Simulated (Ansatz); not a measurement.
InO (SMILES [O]=[In]), doublet, at a GFN2-xTB geometry (such geometries of metal compounds can be far from the true shape) (all electrons, no relativity); CASSCF(5,6)/STO-3G in Ansatz (a first-principles code).

The Ansatz input:
Ansatz 0.2 input:
```yaml
crystal:
  periodic: [false, false, false]
  atoms:
    - {symbol: In, position_ang: [-0.00000000, -0.00000000, -0.25925626]}
    - {symbol: O, position_ang: [0.00000000, 0.00000000, 1.58794457]}
basis:
  gaussian:
    orbitals: STO-3G
hamiltonian:
  xc: hf
correlation: {active_space: {window: {electrons: 5, orbitals: 6}}}
magnetization: {spin_polarized: false, initial_magnetization: 1}
```

Question: Write the output that Ansatz gives for this input, abridged.

Answer: 
```
Functional definition: HF
434 factors; integrals over basis functions are off by at most 7.3e-5 eV
mean field evaluation 1: about -156637.1992 eV, gradient 3.1e1 eV
mean field evaluation 2: about -156637.2341 eV, gradient 3.1e1 eV
mean field evaluation 4: about -156643.9014 eV, gradient 1.9e1 eV
mean field evaluation 8: about -156645.8146 eV, gradient 2.1e0 eV
mean field evaluation 16: about -156646.0449 eV, gradient 4.7e-1 eV
mean field evaluation 32: about -156645.9565 eV, gradient 9.9e-2 eV
mean field evaluation 64: about -156645.9941 eV, gradient 3.6e-2 eV
mean field evaluation 96: about -156641.1702 eV, gradient 9.6e-1 eV
mean field evaluation 128: about -156638.6790 eV, gradient 7.1e-1 eV
mean field evaluation 160: about -156645.9905 eV, gradient 1.2e-5 eV
mean field -156646.62208012 eV, -5756.6571825503 hartree, gradient 2.7e-6 eV, S^2 0.750000; 13 other end points of the search recorded, 0 dependent functions left out
reference -156646.62208012 eV, -5756.6571825503 hartree; 29, 28 occupied and 3, 4 virtual orbitals, 434 factors
state -156647.83616880 eV, -5756.7017994865 hartree
Total energy: -156647.83616880 eV, -5756.7017994865 hartree
```
